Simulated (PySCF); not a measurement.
C5H4F2O, SMILES C(O/C(=C\F)F)=C=C.

The structure is a stationary point at B3LYP-D3(BJ)/def2-SVP. The structure was generated by enumeration; whether it is a known compound was not checked. One conformer was computed; it need not be the lowest.

Level of theory: TDA-B3LYP/def2-SVPD (PySCF).

Vertical excitations. 

Computed lowest excited states:
```csv
state,energy (eV),λ (nm),f,main pairs
S1,4.68,265,0.000,"HOMO→LUMO 73 %, HOMO−1→LUMO 26 %"
S2,5.36,231,0.001,"HOMO−1→LUMO 72 %, HOMO→LUMO 27 %"
S3,6.09,203,0.093,"HOMO→LUMO+1 72 %, HOMO−1→LUMO+2 25 %"
S4,6.19,200,0.000,"HOMO→LUMO+2 49 %, HOMO−1→LUMO+1 46 %"
S5,6.55,189,0.003,HOMO→LUMO+3 84 %
S6,6.62,187,0.004,"HOMO−2→LUMO+1 78 %, HOMO−2→LUMO+2 14 %"
T1,4.30,289,0,"HOMO→LUMO 64 %, HOMO−1→LUMO 33 %"
T2,4.32,287,0,"HOMO→LUMO+1 48 %, HOMO−1→LUMO+2 20 %, HOMO−2→LUMO 11 %, HOMO→LUMO+2 9 %"
```
Triplets are in the Tamm–Dancoff approximation.
